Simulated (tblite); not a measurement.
**Question.** What does the GFN2-xTB structure of `C=CC(=C)C(=C)CC(F)F` look like in three dimensions?

**Answer.** 
```
atom  x, y, z in Å
C1     1.412   -1.867    0.418
C2     1.591   -0.903   -0.478
C3     0.895    0.378   -0.491
C4     1.048    1.232   -1.505
C5     0.001    0.715    0.646
C6     0.462    0.901    1.873
C7    -1.465    0.815    0.317
C8    -2.022   -0.564   -0.010
F9    -2.054   -1.348    1.095
F10   -3.305   -0.475   -0.442
H11    0.724   -1.765    1.240
H12    1.952   -2.796    0.355
H13    2.284   -1.049   -1.297
H14    1.698    1.013   -2.334
H15    0.547    2.185   -1.528
H16   -0.189    1.149    2.694
H17    1.512    0.820    2.097
H18   -1.623    1.444   -0.562
H19   -2.027    1.223    1.158
H20   -1.444   -1.098   -0.780
```

Orientation and origin are arbitrary. Atoms count from 1 in this order. Of the pairs four or more bonds apart, C5···H11 is among the closest relative to their van der Waals radii: 2.65 Å, 91 % of the sum of Bondi's values. The C–C distances run from 1.324 Å (C5=C6, drawn double) to 1.522 Å (C7–C8, drawn single), a spread of 0.198 Å.

Bonds between heavy atoms (Å): C1=C2 1.328, C2–C3 1.458, C3=C4 1.334, C3–C5 1.485, C5=C6 1.324, C5–C7 1.506, C7–C8 1.522, C8–F9 1.356, C8–F10 1.357.

The geometry is computed with GFN2-xTB (gas phase).

Point group: C1 (no symmetry element, even within 0.4 Å). Its GFN2-xTB frequencies are all real (lowest 32 cm⁻¹). One conformer, not necessarily the lowest (C1–C2–C3–C4 -173°, C2–C3–C5–C6 66°, C3–C5–C7–C8 69°, C5–C7–C8–F9 69°). 3 starts were optimised and ended at 0.00, 0.68 and 1.36 kcal/mol (GFN2-xTB); the lowest of these is shown.
